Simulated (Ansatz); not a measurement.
`[NH2][Sn][O][SiH3]` + HBr → `[NH2][Sn][Br]` + silanol  (ligand exchange at the Sn–O bond)

Gas-phase electronic energies from Ansatz, PBE0-D4/def2-TZVP geometries. CBS: MP2 limit from def2 TZ/QZ plus the TZ coupled-cluster correction, frozen cores. DFT in def2-TZVPP. B3LYP here is the variant with VWN-RPA as its local correlation; programs differ in this. HSE06 is defined as in plane-wave codes. Elements past krypton have def2 core potentials. For Br, Sn outer-core shells are correlated without core-valence functions, which leaves a few kJ/mol of doubt a bond. Scalar relativity is left out up to krypton. Each species was taken in one conformer, which may not be the lowest.

| level | ΔE (kJ/mol) | difference from CCSD(T)/CBS |
| --- | --- | --- |
| ωB97M-V | -67.1 | -2.3 |
| revPBE | -76.4 | -11.6 |
| BLYP | -69.7 | -4.9 |
| B3LYP | -72.4 | -7.6 |
| r2SCANh | -72.8 | -8.0 |
| HSE06 | -78.3 | -13.5 |
| BHLYP | -74.3 | -9.5 |
| LC-ωPBE | -66.3 | -1.5 |
| HF/def2-TZVPP | -78.4 | -13.6 |
| MP2/def2-TZVPP | -63.6 | 1.2 |
| HF/def2-QZVPP | -76.1 | -11.3 |
| MP2/def2-QZVPP | -65.6 | -0.8 |
| SCS-MP2/def2-QZVPP | -63.0 | 1.8 |
| HF/CBS(def2) | -75.8 | -11.0 |
| MP2/CBS(def2) | -68.5 | -3.7 |
| CCSD/CBS(def2) | -66.7 | -1.9 |
| CCSD(T)/CBS | -64.8 | 0 |

(1) What do rigid-rotor, harmonic-oscillator terms from PBE0-D4/def2-TZVP frequencies (298.15 K, 1 bar) make of the CCSD(T)/CBS value? (Best estimate.)

Largest T1 diagnostic among the species: 0.016.

Answers

(1) Computed: ΔZPE = +11.1 kJ/mol, ΔH = -56.3 kJ/mol, ΔS = 7 J/(mol·K), ΔG = -58.4 kJ/mol. Modes under 50 cm⁻¹ make the entropy rough.

Leaving LDA and LC-ωPBE aside and taking each functional with its dispersion term where it has one, the values, not all of them listed here, spread over 13.5 kJ/mol, from HSE06-D4 to B97M-V. LDA lies +5.4 kJ/mol from PBE without D4. The D4 term adds +5.9 kJ/mol with B3LYP and +3.5 kJ/mol with PBE0; it sums over pairs of atoms, weighted by their polarisabilities, and B3LYP, whose exchange is more repulsive, gets the larger term. From PBE to PBE0 (25 % exact exchange), in def2-TZVPP and without D4, ΔE moves by −3.8 kJ/mol.
